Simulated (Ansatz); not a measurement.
CH₅Si, SMILES C[SiH2], multiplicity 2.

Coordinates come from a TPSSh-D3(BJ)/def2-TZVP optimisation. The isomer is the one that the SMILES or the coordinates give; other isomers of the formula were not compared.

Two levels are set side by side: PBE/def2-TZVPD (Ansatz, a program for electronic structure) and PBE0/def2-TZVPD (Ansatz). Energy differences of separate SCF runs at the same geometry; the states with an electron removed or added have multiplicity 1 and 1. Differences are taken from unrounded values.

```tsv
quantity	PBE0
vertical ionisation energy (eV)	8.29
vertical electron affinity (eV)	0.38
```

Problem. What does PBE give, and how far is it from PBE0? (The exact figures need the calculation; the answer reports its results.)

Solution. 
```tsv
quantity	PBE	PBE minus PBE0
vertical ionisation energy (eV)	8.20	-0.09
vertical electron affinity (eV)	0.44	0.06
```
